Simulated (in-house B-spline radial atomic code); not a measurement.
Values are calculated unless marked as measured or tabulated.
Weak and strong correlation along the adiabatic connection

Two-electron singlets in several external potentials (atomic units), by full CI in B-splines with partial waves to l = 8 (correlation energies up to 0.6 % small). The repulsion is scaled by λ at fixed density; W(λ) is the mean repulsion less the Hartree energy, W(0) = E_x, and the area under W from 0 to 1 is E_xc.

One system gave this curve:

```json
{"λ": "0", "W (hartree)": "-0.31294"}
{"λ": "0.02", "W (hartree)": "-0.31529"}
{"λ": "0.05", "W (hartree)": "-0.31868"}
{"λ": "0.12", "W (hartree)": "-0.32594"}
{"λ": "0.25", "W (hartree)": "-0.3374"}
{"λ": "0.4", "W (hartree)": "-0.34801"}
{"λ": "0.6", "W (hartree)": "-0.35896"}
{"λ": "0.8", "W (hartree)": "-0.36733"}
{"λ": "1", "W (hartree)": "-0.37391"}
{"λ": "1.4", "W (hartree)": "-0.38354"}
{"λ": "2", "W (hartree)": "-0.39295"}
{"λ": "3", "W (hartree)": "-0.4023"}
{"λ": "4.5", "W (hartree)": "-0.4102"}
{"λ": "7", "W (hartree)": "-0.41738"}
{"λ": "10", "W (hartree)": "-0.42228"}
```

(1) Which system is it?
A. ω²r²/2 − Z/r, ω = 1.06, Z = 2
B. −Z exp(−kr)/r, Z = 6.69, k = 0.687
C. empty sphere, radius 5.31 bohr
D. −V exp(−r²/w²), V = 4.32, w = 2.79

## Answers

(1) C. The exchange energy sets the size: empty sphere, radius 5.31 bohr: E_x = -0.313, E_c = -0.0376; −Z exp(−kr)/r, Z = 6.69, k = 0.687: E_x = -3.92, E_c = -0.0451; ω²r²/2 − Z/r, ω = 1.06, Z = 2: E_x = -1.29, E_c = -0.0412; −V exp(−r²/w²), V = 4.32, w = 2.79: E_x = -0.696, E_c = -0.04 hartree.
